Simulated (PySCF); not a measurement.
A structure optimised at B3LYP-D3(BJ)/def2-SVP, used in a PySCF frequency run:

```xyz
11

C     -2.5474    -0.5680    -1.5674
C     -1.7772     0.3421    -0.9556
Si    -0.0019     0.0067    -0.5526
N      0.5709    -1.3715    -1.3976
Cl     1.0585     1.7586    -0.9657
Br     0.2849    -0.4338     1.6239
H     -2.1548    -1.5529    -1.8419
H     -3.5964    -0.3698    -1.8141
H     -2.1991     1.3183    -0.6883
H      1.3418    -1.9037    -1.0050
H      0.6206    -1.3425    -2.4129
```

### Question
Write its SMILES and formula.

### Answer
C=C[Si](N)(Cl)Br, C2H5BrClNSi

### Question
What are its rotational constants (standard atomic weights)?

### Answer
1.5967, 1.1100, 0.83490 GHz
